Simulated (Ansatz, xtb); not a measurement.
# Two isomers of C4H11NSi

Structure X: `C=CCC[SiH2]N`, a singlet. Structure Y: `C[C@@H]1C[Si@@H](C)N1`, a singlet. Both are isolated molecules in the gas phase, relaxed with B3LYP/def2-SVP; each stands in its lowest conformer found.

Quicker runs give these differences E(Y) − E(X): GFN2-xTB −50.2 kJ/mol; HF/STO-3G −136.3 kJ/mol (at GFN2-xTB geometries); r2SCAN-D4/def2-SVP −42.6 kJ/mol (at GFN2-xTB geometries).

Problem. Estimate E(Y) − E(X) at the level CCSD(T)/def2-SVP + ΔMP2/def2-TZVPP.

Solution. Calculated at CCSD(T)/def2-SVP + ΔMP2/def2-TZVPP: E(Y) − E(X) = −26.4 kJ/mol, so structure Y lies lower.

How the difference moves with the method:

```csv
level,geometry,E(Y) − E(X) (kJ/mol),departure from the last row (kJ/mol),"job, with rough time for the two"
GFN2-xTB,GFN2-xTB,−50.2,−23.9,"optimisation, 0.28 s"
HF/STO-3G,GFN2-xTB,−136.3,−109.9,"single point, 0.36 s"
r2SCAN-D4/def2-SVP,GFN2-xTB,−42.6,−16.3,"single point, 4 s"
B3LYP/def2-SVP,B3LYP/def2-SVP,−26.9,−0.6,"optimisation, 59 s"
HF/def2-SVP,B3LYP/def2-SVP,−14.4,+12.0,part of the CCSD(T) run
MP2/def2-SVP,B3LYP/def2-SVP,−36.0,−9.7,part of the CCSD(T) run
CCSD(T)/def2-SVP,B3LYP/def2-SVP,−26.0,+0.3,single point
CCSD(T)/def2-SVP + ΔMP2/def2-TZVPP,B3LYP/def2-SVP,−26.4,,"single point, 65 s"
```

As drawn, Y has 1 C–Si, 1 C–N, 2 C–H in place of 1 C=C, 1 Si–H, 1 N–H. Structure X has no ring, Y a 4-membered ring.

None of the levels shown reverses the order. The largest departure from CCSD(T)/def2-SVP + ΔMP2/def2-TZVPP is that of HF/STO-3G, 109.9 kJ/mol. The last row adds to CCSD(T) the change of the MP2 difference between the two basis sets, here −0.3 kJ/mol.

With thermal terms from frequencies at re-optimised GFN2-xTB minima (ideal gas, soft modes damped towards free rotors, one conformer each, 298.15 K, 1 atm): on the last row, ΔE + ΔZPE = −15.0, ΔH = −17.3, ΔG = −10.8 kJ/mol.

The correlated steps freeze 10 core orbitals. Mirror images aren't counted in ΔG. Codes used: Ansatz 0.2.0, xtb 6.7.1; the last row on 4 threads of Arm Neoverse V1 on a shared host.
